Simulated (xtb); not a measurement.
Cl₃Lu, charge -1, doublet, at a GFN2-xTB geometry (such geometries of metal compounds can be far from the true shape) (the multiplicity is a formal guess); GFN1-xTB (xtb).

xtb was given this input:
```
$ xtb mol.xyz --gfn 1 --chrg -1 --uhf 1 --json

# file mol.xyz
4

Lu     0.04761349     0.14468794     0.09037466
Cl     2.12369389    -0.53361945    -0.74776567
Cl    -0.86805685    -1.14788636     1.81185352
Cl    -1.45449340     1.07722089    -1.44153497
```

What the program printed (banner, timings and long lists left out):

```
   ID    Z sym.   atoms
    1   71 Lu     1
    2   17 Cl     2-4

           -------------------------------------------------
          |                Calculation Setup                |
           -------------------------------------------------

           -------------------------------------------------
          |                 G F N 1 - x T B                 |
           -------------------------------------------------

          ...................................................
          :                      SETUP                      :
          :.................................................:
          :  # basis functions                  40          :
          :  # atomic orbitals                  36          :
          :  # shells                           12          :
          :  # electrons                        25          :
          :  # halogen bonds                     0          :
          :  max. iterations                   250          :
          :  Hamiltonian                  GFN1-xTB          :
          :  restarted?                      false          :
          :  GBSA solvation                  false          :
          :  PC potential                    false          :
          :  electronic temp.          300.0000000     K    :
          :  accuracy                    1.0000000          :
          :  -> integral cutoff          0.2500000E+02      :
          :  -> integral neglect         0.1000000E-07      :
          :  -> SCF convergence          0.1000000E-05 Eh   :
          :  -> wf. convergence          0.2000000E-04 e    :
          :  Broyden damping             0.4000000          :
          :  net charge                         -1          :
          :  unpaired electrons                  1          :
          ...................................................

 iter      E             dE          RMSdq      gap      omega  full diag
   1    -14.1186264 -0.141186E+02  0.708E+00    0.08       0.0  T
   2    -14.1301062 -0.114799E-01  0.416E+00    0.08       1.0  T
   3    -14.1303092 -0.202945E-03  0.455E-01    0.09       1.0  T
   4    -14.1304338 -0.124613E-03  0.273E-02    0.09       1.8  T
   5    -14.1304362 -0.240949E-05  0.105E-02    0.09       4.8  T
   6    -14.1304365 -0.276507E-06  0.932E-04    0.09      53.6  T
   7    -14.1304365 -0.279250E-08  0.210E-05    0.09    2378.7  T
   8    -14.1304365 -0.177280E-11  0.158E-06    0.09   31675.2  T

[...]
         :: total energy             -14.111590159650 Eh    ::
[...]
        14        0.1107           -0.1177632              -3.2045 (LUMO)
        15        0.1107           -0.1177632              -3.2045
        16        0.0000           -0.1102066              -2.9989
        17        0.0000           -0.1102066              -2.9989
        18                          0.0560217               1.5244
        19                          0.1047233               2.8497
        20                          0.1096083               2.9826
        21                          0.1096083               2.9826
        22                          0.1102009               2.9987
        23                          0.1102625               3.0004
        24                          0.1102625               3.0004
       ...                                ...                  ...
        36                          0.5488855              14.9359
      -------------------------------------------------------------
                  HL-Gap            0.0031743 Eh            0.0864 eV
             Fermi-level           -0.1769379 Eh           -4.8147 eV

  Mulliken/CM5 charges         n(s)   n(p)   n(d)
     1Lu    0.79924  1.15812   0.538  0.696  0.966
     2Cl   -0.59975 -0.71937   1.829  5.773 -0.002
     3Cl   -0.59975 -0.71937   1.829  5.773 -0.002
     4Cl   -0.59975 -0.71937   1.829  5.773 -0.002

Wiberg/Mayer (AO) data.
largest (>0.10) Wiberg bond orders for each atom

 ---------------------------------------------------------------------------
     #   Z sym  total        # sym  WBO       # sym  WBO       # sym  WBO
 ---------------------------------------------------------------------------
     1  71 Lu   1.963 --     4 Cl   0.654     2 Cl   0.654     3 Cl   0.654
     2  17 Cl   0.710 --     1 Lu   0.654
     3  17 Cl   0.710 --     1 Lu   0.654
     4  17 Cl   0.710 --     1 Lu   0.654
 ---------------------------------------------------------------------------

Topologies differ in total number of bonds
Writing topology from bond orders to xtbtopo.mol

 dipole moment from electron density (au)
     X       Y       Z
   0.3999   1.2152   0.7590  total (Debye):    3.781

           -------------------------------------------------
          | TOTAL ENERGY              -14.111590159650 Eh   |
          | GRADIENT NORM               0.014683536948 Eh/α |
          | HOMO-LUMO GAP               0.086378428934 eV   |
           -------------------------------------------------

normal termination of xtb
```
